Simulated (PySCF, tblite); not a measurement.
Isomers of C5H13NOSi, one GFN2-xTB conformer each. Single-point energies are computed at PBE0/pcSseg-1 (PySCF, gas phase, no added dispersion term), electronic only.

Question: Rank them by PBE0/pcSseg-1 energy, lowest first (kJ/mol).
A. `[CH3:1][C:2](=[O:3])[C@@H:4]([CH3:5])[CH2:6][NH:7][SiH3:8]` with C1–C2–C4–C5 106°, C2–C4–C6–N7 72°, C4–C6–N7–Si8 -87°
B. `[CH3:1][CH2:2][N:3]([CH2:4][SiH3:5])[C:6]([CH3:7])=[O:8]` with C1–C2–N3–C4 -85°, C2–N3–C4–Si5 -101°, C2–N3–C6–C7 -4°

Answer: A (0.0), B (4.1).

As drawn, the lower has an N–H bond, which the higher lacks; the higher has a C(=O)–N unit and an Si–C bond, which the lower lacks. Neighbours under 10 kJ/mol apart (CC(=O)[C@@H](C)CN[SiH3] and CCN(C[SiH3])C(C)=O) can change places with a better method, another conformer or zero-point energy. GFN2-xTB itself gives, in the same order: 0.0, 3.6. Both levels put the same isomer lowest.

Q: Which frontier levels, dipoles and rotational constants go with these structures?

A: 
```json
{"SMILES": "CC(=O)[C@@H](C)CN[SiH3]", "HOMO (eV, PBE0/pcSseg-1)": "-6.70", "LUMO (eV)": "-0.46", "dipole (D)": "3.40", "A, B, C (MHz)": "2271, 1182, 943.3"}
{"SMILES": "CCN(C[SiH3])C(C)=O", "HOMO (eV, PBE0/pcSseg-1)": "-6.66", "LUMO (eV)": "0.77", "dipole (D)": "3.88", "A, B, C (MHz)": "2035, 1287, 903.0"}
```

Q: What happens when harmonic zero-point energies from GFN2-xTB frequencies are added?

A: 
```csv
SMILES,ZPE (kJ/mol),electronic (kJ/mol),with ZPE (kJ/mol)
CC(=O)[C@@H](C)CN[SiH3],444.8,0.0,0.0
CCN(C[SiH3])C(C)=O,445.1,4.1,4.5
```

The zero-point energies span 0.3 kJ/mol. The order is unchanged.

Q: As an exercise, what shares would exp(−E/RT) give at 500 K from these electronic energies alone (no entropy, no degeneracies)?

A: RT = 4.157 kJ/mol: CC(=O)[C@@H](C)CN[SiH3] 73.0 %, CCN(C[SiH3])C(C)=O 27.0 %.
